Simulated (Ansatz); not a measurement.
Si₈NH₁₇, a cluster cut from the lattice of silicon (1 of the caps NH2). Charge 0, multiplicity 1. Geometry PBE-D4/def2-SVP.

Cartesian coordinates in Å:
```
Si -2.3822 0.1233 -1.2641
Si 0.5978 1.2879 1.6779
Si 1.4381 0.2743 -2.2112
Si -0.1713 -2.5050 0.7114
Si -0.7844 0.5156 -2.9474
Si 1.9221 1.5318 -0.2767
Si -2.2389 -2.0231 -0.3072
Si 0.4174 -0.9536 2.3808
N 1.2531 2.1737 3.0542
H -3.7617 0.2817 -1.8569
H -2.2280 1.1605 -0.1821
H 2.1657 1.8646 3.4041
H 1.2535 3.1973 2.9866
H -0.7679 1.8593 1.4037
H 2.3538 0.7289 -3.3225
H 1.7194 -1.1835 -1.9603
H 0.9115 -2.5642 -0.3330
H -0.2712 -3.8712 1.3457
H -0.9720 1.9226 -3.4602
H -1.0423 -0.4317 -4.0932
H 1.8959 2.9915 -0.6711
H 3.3490 1.2211 0.1175
H -3.3180 -2.1542 0.7398
H -2.5105 -3.0486 -1.3804
H -0.5894 -1.0428 3.5005
H 1.7607 -1.3563 2.9440
```

Q: Estimate the orbital energies around the gap (eV) in Ansatz with PBE-D4/def2-TZVP, r2SCAN-D4/def2-TZVP, B97M-V/def2-TZVP, r2SCANh-D4/def2-TZVP, PBE0-D4/def2-SVP.

A: 
```tsv
orbital	PBE-D4/def2-TZVP	r2SCAN-D4/def2-TZVP	B97M-V/def2-TZVP	r2SCANh-D4/def2-TZVP	PBE0-D4/def2-SVP
HOMO−5	-7.41	-7.71	-7.84	-8.15	-8.62
HOMO−4	-7.05	-7.32	-7.47	-7.74	-8.21
HOMO−3	-6.98	-7.25	-7.40	-7.64	-8.13
HOMO−2	-6.84	-7.09	-7.24	-7.47	-7.95
HOMO−1	-6.80	-7.05	-7.20	-7.42	-7.91
HOMO	-5.82	-6.07	-6.24	-6.49	-6.87
LUMO	-1.87	-1.74	-1.98	-1.48	-1.00
LUMO+1	-1.45	-1.32	-1.52	-1.04	-0.55
LUMO+2	-1.21	-0.96	-1.22	-0.69	-0.16
LUMO+3	-1.07	-0.85	-1.13	-0.58	-0.01
LUMO+4	-1.05	-0.82	-1.11	-0.55	0.03
LUMO+5	-0.88	-0.63	-0.86	-0.36	0.19
```
